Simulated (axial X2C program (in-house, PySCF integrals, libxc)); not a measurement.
## AlI: properties at the nuclei

Computed with an in-house all-electron X2C program for linear molecules (integrals from PySCF): two-component X2C with atomic mean-field Coulomb and Gaunt terms, Gaussian nuclei, basis I dyall-cv3z, Al dyall-v3z with contracted cores.

R = 2.567 Å (near the PBE0 minimum at charge 0 of the determinant lowest at the starting distance; the state shown can have its own minimum elsewhere).

Input and command:
```json
{"zs": [53, 13], "q": 0, "bas": ["dyall-cv3z", "dyall-v3z"], "r0": 2.59, "levels": ["PBE0", "HF", "B3LYP", "BP86", "LDA"], "nst": 3}
```
```bash
python soeom.py task.json out
```

Keys: zs atomic numbers; q charge; bas basis sets; r0 starting distance in Å; levels methods; nst determinants followed.

Determinant lowest in the PBE0 search, Ω = 0 (closed shell), highest spinor 37% Al s, 33% I p, 26% Al p:

```
level  qzz I (a.u.)  qzz Al (a.u.)  μ (D)
 PBE0          2.06          -0.78   1.85
   HF          2.18          -0.83   2.08
B3LYP          1.95          -0.80   1.96
 BP86          1.84          -0.76   1.73
  LDA          1.81          -0.76   1.82
```

qzz is the electric field gradient, eQq0 = 234.96 MHz × Q/barn × qzz; μ is positive if the Al end (last atom) is positive. The operators were transformed with the bare-nucleus X2C matrices; with these basis sets, hyperfine constants and field gradients can be off by tens of per cent, and where levels differ in sign neither size nor sign is settled.

(1) With Q(127I) = -0.68822 barn, Q(27Al) = 0.1466 barn (Q from Pyykkö, Mol. Phys. 2018), turn the PBE0 values of the first state into constants in MHz.

Each state is one determinant with collinear spin. The search compared states at one distance, so a state with another bond length can lie lower.

Answers

(1) eQq0(127I) = 234.96 × (-0.68822) × (2.06) = -333 MHz; eQq0(27Al) = 234.96 × (0.1466) × (-0.78) = -26.9 MHz.
